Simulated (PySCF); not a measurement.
r2SCAN on Cu⁻ (copper, charge -1), [Ar] 3d10 4s2, closed-shell 1S. Calculation: PySCF 2.14, in aug-cc-pwCVTZ-DK with one added diffuse shell each of s, p, d, f, g type (11s10p8d5f4g, 152 functions); scalar relativity by spin-free X2C-1e.

```
cycle= 1 E= -1654.7013570838  delta_E= 0.0532  |g|= 0.731  |ddm|= 0.575
cycle= 2 E= -1654.06259344773  delta_E= 0.639  |g|= 2.25  |ddm|= 0.854
cycle= 3 E= -1654.772435651  delta_E= -0.71  |g|= 0.317  |ddm|= 0.551
cycle= 4 E= -1654.79312553926  delta_E= -0.0207  |g|= 0.0848  |ddm|= 0.199
cycle= 5 E= -1654.79482069487  delta_E= -0.0017  |g|= 0.0119  |ddm|= 0.0584
cycle= 6 E= -1654.79485633218  delta_E= -3.56e-05  |g|= 0.000497  |ddm|= 0.0126
cycle= 7 E= -1654.79485687977  delta_E= -5.48e-07  |g|= 0.000113  |ddm|= 0.00774
cycle= 8 E= -1654.79485693411  delta_E= -5.43e-08  |g|= 3.86e-05  |ddm|= 0.00293
cycle= 9 E= -1654.79485693648  delta_E= -2.37e-09  |g|= 1.99e-06  |ddm|= 0.000678
cycle= 10 E= -1654.79485693652  delta_E= -4.3e-11  |g|= 2.08e-06  |ddm|= 0.000162
converged SCF energy = -1654.79485693652  <S^2> = -6.750156e-14  2S+1 = 1
```

Highest occupied orbital energy: 1.232 eV; ⟨L²⟩ = 0.00; populations by l: s 8.00, p 12.00, d 10.00, f 0.00.

(1) Can this result be used?

## Answers

(1) With care. The run converged. At r2SCAN the highest occupied level has a positive energy, so only the finite basis holds that electron; in a semilocal or global hybrid functional this comes from self-interaction and does not mean that the real anion is unbound.
